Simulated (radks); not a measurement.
Q: The mean radii <r> (bohr) of the occupied orbitals of an atom or ion are listed with their occupations. Calculated with a radial shooting solver on a logarithmic mesh with Libxc functionals: scalar-relativistic Kohn-Sham, r2SCAN, spin-polarised, spherical densities, finite nucleus; meta-GGA in the generalised Kohn-Sham scheme; Fermi nuclear charge, rms radius of each element as measured or else 0.836 A^(1/3) + 0.57 fm.

| orbital | occ. | <r> |
|---|---|---|
| 1s down | 1 | 0.01835 |
| 1s up | 1 | 0.01835 |
| 2s up | 1 | 0.07755 |
| 2s down | 1 | 0.07755 |
| 2p up | 3 | 0.06944 |
| 2p down | 3 | 0.06944 |
| 3s up | 1 | 0.2008 |
| 3s down | 1 | 0.2006 |
| 3p up | 3 | 0.2011 |
| 3p down | 3 | 0.2009 |
| 3d up | 5 | 0.1823 |
| 3d down | 5 | 0.1821 |
| 4s up | 1 | 0.4435 |
| 4s down | 1 | 0.4440 |
| 4p up | 3 | 0.4678 |
| 4p down | 3 | 0.4684 |
| 4d up | 5 | 0.4904 |
| 4d down | 5 | 0.4915 |
| 4f up | 7 | 0.5100 |
| 4f down | 3 | 0.5129 |

Name the element and its charge. Open shells, if any, are filled with parallel spins first.

A: Z = 74, tungsten, charge +18: W18+ in [Kr] 4d10 4f10. The 1s radius gives Z: for a bare nucleus <r> = (2 gamma + 1)/(2Z) with gamma = sqrt(1 - (Z/c)^2), 0.01813 bohr for Z = 74, and screening makes it slightly larger (0.01835 here). The occupations add up to 56, and the charge is Z minus that.
